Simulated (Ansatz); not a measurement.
Program: Ansatz. Geometries: PBE0-D4/def2-TZVP. ΔE: electronic, gas phase. CBS: MP2 limit from def2 TZ/QZ plus the TZ coupled-cluster correction, frozen cores. Functionals use def2-TZVPP. HSE06 is defined as in plane-wave codes. Elements past krypton have def2 core potentials. For Br, In outer-core shells are correlated without core-valence functions, which leaves a few kJ/mol of doubt a bond. Scalar relativity is left out up to krypton.

`[F][In]([F])[F]` + `[Cl][Al]([Cl])[Br]` → `[F][In]([F])[Cl]` + `[F][Al]([Cl])[Br]`  (redistribution)

`[F][In]([F])[F]`:

Cartesian coordinates in Å:
```
F 1.547 -1.119 -0.184
In 0.000 0.000 0.000
F -0.004 1.428 1.281
F -1.544 -0.309 -1.096
```

`[Cl][Al]([Cl])[Br]`:

```xyz
4

Cl    1.655    1.222   -0.361
Al    0.004    0.017   -0.032
Cl   -1.407   -0.219   -1.528
Br   -0.252   -1.020    1.920
```

`[F][In]([F])[Cl]`:

Z-matrix (Å, degrees):
```
In
F 1 1.923
Cl 1 2.277 2 122.6
F 1 1.923 2 114.8 3 180.0
```

`[F][Al]([Cl])[Br]`:

Z-matrix (Å, degrees):
```
Al
F 1 1.633
Br 1 2.220 2 119.2
Cl 1 2.066 2 119.0 3 180.0
```

```tsv
level	ΔE (kcal/mol)	difference from CCSD(T)/CBS
r2SCAN0-D4	-21.5	-0.6
HSE06-D4	-20.4	0.5
ωB97M-V	-20.7	0.2
PBE-QIDH	-21.1	-0.2
revPBE	-18.9	2.0
r2SCANh	-20.9	0.0
r2SCAN0	-21.5	-0.6
BHLYP	-22.7	-1.8
CAM-B3LYP	-21.5	-0.6
LC-ωPBE	-19.5	1.4
HF/def2-SVP	-22.1	-1.2
MP2/def2-SVP	-19.1	1.8
CCSD/def2-SVP	-20.2	0.7
CCSD(T)/def2-SVP	-19.9	1.0
CCSD(T)/def2-TZVPP	-21.3	-0.4
HF/def2-QZVPP	-23.2	-2.3
CCSD(T)/CBS	-20.9	0
```

Largest T1 diagnostic among the species: 0.018.

From PBE to PBE0 (25 % exact exchange), in def2-TZVPP and without D4, ΔE moves by −1.3 kcal/mol. At CCSD(T), def2-SVP lies +1.0 kcal/mol from the extrapolated value and def2-TZVPP −0.4 kcal/mol. In def2-TZVPP, CCSD(T) changes the Hartree–Fock value by +1.8 kcal/mol (the triples alone add +0.6 kcal/mol) and MP2 by +1.8 kcal/mol.
